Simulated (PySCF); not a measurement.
Working out the ionisation energy of Au(2+)

Au(2+) [Xe] 4f14 5d9 (2D) → Au(3+) [Xe] 4f14 5d8 (3F). All numbers are calculated (PySCF 2.14, scalar relativity through the core potential, in def2-SVP with the def2 core potential (60 electrons) (6s3p2d1f, 32 functions)). Frozen: 5s2 5p6. Energies in hartree (1 hartree = 27.21139 eV):

```json
{"part": "UHF", "Au(2+) (lower)": "-133.801993", "Au(3+) (upper)": "-132.661248"}
{"part": "MP2 opposite-spin", "Au(2+) (lower)": "-0.098965", "Au(3+) (upper)": "-0.068880"}
{"part": "MP2 same-spin", "Au(2+) (lower)": "-0.055203", "Au(3+) (upper)": "-0.041083"}
```

Q: What does Hartree-Fock give?

A: (-132.661248) − (-133.801993) = 1.140745 hartree = 31.041 eV.

Q: What do MP2 and SCS-MP2 (6/5 opposite-spin, 1/3 same-spin) give?

A: The opposite-spin parts differ by 0.819 eV and the same-spin parts by 0.384 eV. MP2: 31.041 + (0.819) + (0.384) = 32.244 eV. SCS-MP2: 31.041 + 1.2 × (0.819) + (0.384)/3 = 32.152 eV.

Reference: 30 ± 1.6 eV (theoretical estimate listed by NIST; NIST Atomic Spectra Database, ionization energies), between the lowest levels; spin-orbit coupling is absent from the calculation.

A double-zeta basis recovers only part of the correlation energy.

What remains against the reference includes basis incompleteness, the frozen core and correlation beyond second order.
